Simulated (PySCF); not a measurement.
C6H12B2F2: full NMR table

| Quantity | Value |
| --- | --- |
| Formula | C6H12B2F2 |
| SMILES | B[C@H]1CC[C@H](B(F)F)CC1 |
| InChI | InChI=1S/C6H12B2F2/c7-5-1-3-6(4-2-5)8(9)10/h5-6H,1-4,7H2/t5-,6- |
| Point group of the computed structure | C1 |
| Carbon signals | 4 |
| Proton signals | 7 |

Bonds (- single, = double, # triple, : aromatic): B1-C2, C2-C3, C3-C4, C4-C5, C5-B6, B6-F7, B6-F8, C5-C9, C9-C10, C10-C2. B1 carries H11, H12; C2 carries H13; C3 carries H14, H15; C4 carries H16, H17; C5 carries H18; C9 carries H19, H20; C10 carries H21, H22. Stereochemistry as in B[C@H]1CC[C@H](B(F)F)CC1. H15, H17, H20, H22 are cis to B1 on the ring; H14, H16, H19, H21 are trans to B1 on the ring.

PySCF calculation with geometry: PBE0-D3(BJ)/def2-SVP and shieldings: GIAO PBE/pcSseg-1; non-relativistic Hamiltonian, equivalent nuclei averaged, one computed conformer, no solvent.

Referencing at the same level of theory: TMS for $^{1}$H (σ = 31.20 ppm) and $^{13}$C (σ = 180.03 ppm); CFCl3 for $^{19}$F (σ = 144.73 ppm); $^{11}$B (σ = 94.77 ppm) vs BF3·OEt2.

| carbon | δC, type | δH (multiplicity) | HMBC from (2–3 bonds) | span of the C tensor (ppm) |
| --- | --- | --- | --- | --- |
| C2 | 57.0, CH | 0.34 (m) | H11/H12, H14/H21, H17/H20, H15/H22, H16/H19 | 87 |
| C3/C10 | 35.9, CH2 | H14 2.33 (m); H15 1.47 (m) | H11/H12, H14/H21, H17/H20, H15/H22, H16/H19, H18, H13 | 17 |
| C4/C9 | 32.6, CH2 | H16 1.15 (m); H17 2.04 (m) | H14/H21, H17/H20, H15/H22, H16/H19, H18, H13 | 10 |
| C5 | 26.3, CH | 0.80 (m) | H14/H21, H17/H20, H15/H22, H16/H19 | 16 |

Other nuclei:
```tsv
atoms	nucleus	environment	δ (ppm)	σ (ppm)
H11/H12	$^{1}$H	hydrogen on a boron bonded to C	7.55	23.64
F7/F8	$^{19}$F	fluorine bonded to B	-83.1	227.8
B1	$^{11}$B	boron bonded to C, 2 H	88.2	6.6
B6	$^{11}$B	boron bonded to C, 2 F	28.1	66.7
```

δC 57.0, 26.3: sp3 CH bonded to B. δC 35.9, 32.6: sp3 CH2 in a ring; aliphatic region, no heteroatom directly attached. δH 7.55: hydrogen on a boron bonded to C. δH 2.33, 2.04, 1.47, 1.15: hydrogen on an sp3 CH2 in a ring. δH 0.80, 0.34: hydrogen on an sp3 CH bonded to B.

Hydrogens on boron are broadened and split by $^{11}$B (spin 3/2, 80 %) and 10B (spin 3). A carbon bonded to boron is broadened by the quadrupolar boron nucleus and is often missing from a measured spectrum. Splittings by $^{19}$F in the carbon and heteronuclear signals aren't shown, as no couplings were computed. Shifts are as computed. Against solution values, carbons near 30 ppm lie about +2 ppm off and those near 130 ppm about +2 ppm. Of 1313 compounds with measured shifts, 239 miss one by over three times the rms of a fit or turn the order of signals round; such compounds aren't used in these exercises. Unscaled 19F shifts against computed CFCl3 carry errors that often reach 10 to 50 ppm. No couplings were computed; multiplicities are counted from neighbouring protons, with m where these are inequivalent, close in shift, in a saturated or five-membered ring or joined by F or P, and br s for small geminal =CH2 splittings.
